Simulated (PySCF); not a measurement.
SMILES O=C(O)CC[SiH3] (C₃H₈O₂Si), GFN2-xTB optimised geometry.

```
14

O      2.30    -0.09     0.00
C      1.10    -0.09     0.00
O      0.38    -1.22     0.03
C      0.20     1.12     0.00
C     -0.45     1.28     1.38
Si    -1.53    -0.20     1.91
H      0.96    -2.00     0.08
H      0.80     2.00    -0.25
H     -0.57     0.98    -0.76
H     -1.07     2.18     1.35
H      0.33     1.46     2.12
H     -2.44     0.31     2.94
H     -0.71    -1.26     2.52
H     -2.30    -0.70     0.78
```

Density from B3LYP/def2-TZVP in PySCF 2.14.0 at that geometry.

Minimum of the electron density along straight lines between bonded atoms, close to the bond critical point (lines longer than 1.1 times the sum of covalent radii, or with two minima, are not listed):

```csv
bond,length / Å,ρ at the minimum / e bohr⁻³,∇²ρ there / e bohr⁻⁵,position (fraction from the first atom)
O1–C2,1.201,0.438,-0.27,0.66
C2–O3,1.342,0.309,-0.68,0.35
C2–C4,1.501,0.268,-0.73,0.53
C4–C5,1.532,0.238,-0.56,0.51
C5–Si6,1.909,0.116,0.14,0.61
O3–H7,0.970,0.352,-2.40,0.81
C4–H8,1.092,0.283,-0.99,0.64
C4–H9,1.091,0.281,-0.97,0.64
C5–H10,1.091,0.277,-0.93,0.64
C5–H11,1.091,0.277,-0.93,0.64
Si6–H12,1.468,0.124,0.19,0.49
Si6–H13,1.463,0.126,0.18,0.49
Si6–H14,1.461,0.126,0.18,0.49
```
